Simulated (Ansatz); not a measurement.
Stepwise reaction of `O[SiH2]O[SiH](O)O` with hydrogen fluoride, as a gas-phase model of exchange steps in deposition or etching. ΔE in kJ/mol.

Program: Ansatz. Geometries: PBE0-D4/def2-TZVP. ΔE: electronic, gas phase. CCSD(T)/CBS adds triple-zeta CCSD(T) − MP2 to the extrapolated MP2 energy (def2 sets, frozen cores). This one scheme is used for every species. Functionals use def2-TZVPP. B3LYP here is the variant with VWN-RPA as its local correlation; programs differ in this. Each species was taken in one conformer, which may not be the lowest.

| step | reaction | PBE-D4 | B3LYP-D4 | ωB97M-V | CCSD(T)/CBS |
| --- | --- | --- | --- | --- | --- |
| 1 | `O[SiH2]O[SiH](O)O` + H–F → `O[SiH](O)O[SiH2]F` + H₂O | -36.4 | -40.1 | -38.8 | -39.6 |
| 2 | `O[SiH](O)O[SiH2]F` + H–F → `O[SiH](F)O[SiH2]F` + H₂O | -42.4 | -45.1 | -44.5 | -43.8 |
| 3 | `O[SiH](F)O[SiH2]F` + H–F → `F[SiH2]O[SiH](F)F` + H₂O | -38.0 | -40.6 | -40.0 | -40.8 |

By hand: ΔE of the 3 steps together at CCSD(T)/CBS.

(-39.6) + (-43.8) + (-40.8) = -124.2 kJ/mol, or -41.4 kJ/mol a step.

In ΔE the steps differ by no more than 4.2 kJ/mol. All are downhill at CCSD(T)/CBS. PBE-D4 differs from CCSD(T)/CBS by 1.4 to 3.2 kJ/mol a step. Isolated molecules leave out the surface, adducts and barriers. Largest T1 diagnostic: 0.012.
